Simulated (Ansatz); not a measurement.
Consider the ligand exchange at the In–C bond: `C#[C][In]([Cl])[Cl]` + HBr → `[Cl][In]([Cl])[Br]` + `C#C`.

Computed with Ansatz on PBE0-D4/def2-TZVP structures; ΔE is electronic, products minus reactants. CBS: MP2 limit from def2 TZ/QZ plus the TZ coupled-cluster correction, frozen cores. This one scheme is used for every species. DFT in def2-TZVPP. def2 core potentials past Kr. For Br, In outer-core shells are correlated without core-valence functions, which leaves a few kJ/mol of doubt a bond. Scalar relativity is left out up to krypton.

`C#[C][In]([Cl])[Cl]`:

```xyz
6

C     2.004    0.345    0.381
C     0.836    0.143    0.158
In   -1.154   -0.199   -0.220
Cl   -2.394    1.110   -1.649
Cl   -2.329   -1.924    0.751
H     3.037    0.524    0.578
```

HBr:

Cartesian coordinates in Å:
```
Br 0.479 -0.491 -0.186
H -0.479 0.491 0.186
```

`[Cl][In]([Cl])[Br]`:

Z-matrix (Å, degrees):
```
In
Cl 1 2.296
Br 1 2.430 2 120.6
Cl 1 2.296 2 118.7 3 180.0
```

`C#C`:

```xyz
4

C     0.302    0.024   -0.516
C    -0.302   -0.024    0.516
H     0.839    0.066   -1.435
H    -0.839   -0.066    1.435
```

```
             level  ΔE (kJ/mol)  difference from CCSD(T)/CBS
            PBE-D4       -101.6                         -0.3
         revPBE-D4       -100.0                          1.3
           BLYP-D4       -103.8                         -2.5
           PBE0-D4       -103.8                         -2.5
        r2SCANh-D4       -105.3                         -4.0
        r2SCAN0-D4       -106.2                         -4.9
           ωB97X-V       -100.1                          1.2
           ωB97M-V       -100.6                          0.7
          PBE-QIDH       -100.4                          0.9
              BLYP       -104.2                         -2.9
              PBE0       -103.9                         -2.6
         CAM-B3LYP       -101.9                         -0.6
     CCSD/def2-SVP       -100.7                          0.6
SCS-MP2/def2-QZVPP        -97.4                          3.9
      HF/CBS(def2)       -113.4                        -12.1
    CCSD/CBS(def2)       -103.8                         -2.5
       CCSD(T)/CBS       -101.3                            0
```

**Question.** What do rigid-rotor, harmonic-oscillator terms from PBE0-D4/def2-TZVP frequencies (298.15 K, 1 bar) make of the CCSD(T)/CBS value? (Estimate.)

**Answer.** Computed: ΔZPE = +8.9 kJ/mol, ΔH = -94.0 kJ/mol, ΔS = -7 J/(mol·K), ΔG = -91.7 kJ/mol.

Largest T1 diagnostic among the species: 0.013.

Leaving LDA and LC-ωPBE aside and taking each functional with its dispersion term where it has one, the values, not all of them listed here, spread over 10.0 kJ/mol, from BHLYP-D4 to revPBE-D4. LDA lies +3.8 kJ/mol from PBE without D4. From BLYP to BHLYP (50 % exact exchange), in def2-TZVPP and without D4, ΔE moves by −4.7 kJ/mol. In def2-TZVPP, CCSD(T) changes the Hartree–Fock value by +22.8 kJ/mol (the triples alone add +2.5 kJ/mol) and MP2 by +21.5 kJ/mol.
